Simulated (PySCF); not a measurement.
Calculation: TPSSh-D3(BJ)/def2-TZVP // CAM-B3LYP-D3(BJ)/def2-SVP run with PySCF. Isolated molecules, 0 K electronic values unless said otherwise. Delta-SCF ions had no search for a lower state. Excitations are Tamm–Dancoff values on a coarser integration grid. The basis has no diffuse functions, so Rydberg states are missing or too high.

Reference species (SMILES): `[AlH2-]1[SH+][AlH2-][SH+]1` (neutral, multiplicity 1).

The HOMO–LUMO gap comes out as 6.85 eV and the S1 excitation (TDA) is 6.38 eV. The vertical ionisation energy (Delta-SCF) comes out as 9.82 eV.

After one change: the HOMO–LUMO gap decreases by 0.60 eV; the S1 excitation (TDA) decreases by 0.61 eV; the vertical ionisation energy (Delta-SCF) drops by 0.44 eV.

### Question
Which change was made? The new species is one of these.
A) `[InH2-]1[SbH2+][InH2-][SbH2+]1`
B) `[SeH+]1[InH2-][SeH+][InH2-]1`
C) `[BH2-]1[OH+][BH2-][OH+]1`
D) `[GaH2-]1[SeH+][GaH2-][SeH+]1`

### Answer
D, `[GaH2-]1[SeH+][GaH2-][SeH+]1`
